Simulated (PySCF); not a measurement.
How methods differ on the excitation energy of Cl

Cl [Ne] 3s2 3p5 (2P) → Cl [Ne] 3s1 3p6 (2S), as a difference of total energies. Calculation: PySCF 2.14, in dyall-acv3z; the spin-free X2C one-electron Hamiltonian (Gaussian nucleus). Correlated levels: valence: [Ne] frozen; valence and next inner shell: 1s2 frozen; virtual orbitals above 40 to 60 times the deepest correlated orbital energy dropped. The calculations carry no spin-orbit coupling.

Order these methods by the excitation energy they give, lowest first.
A. SCS-MP2 (valence)
B. PBE0
C. UHF
D. SCS-MP2 (valence and next inner shell)

D (12.800 eV), A (12.896 eV), B (13.034 eV), C (15.582 eV).

Errors of the correlated levels include the incompleteness of this basis and the frozen core.

The upper state lies above the first ionisation limit, where it may autoionise and the basis confines it.

Every method misses the reference by a wide margin, which points to the basis or the choice of state and not to the methods.

For comparison: 10.586 eV (measured; NIST levels, between the centres of gravity of the two terms).
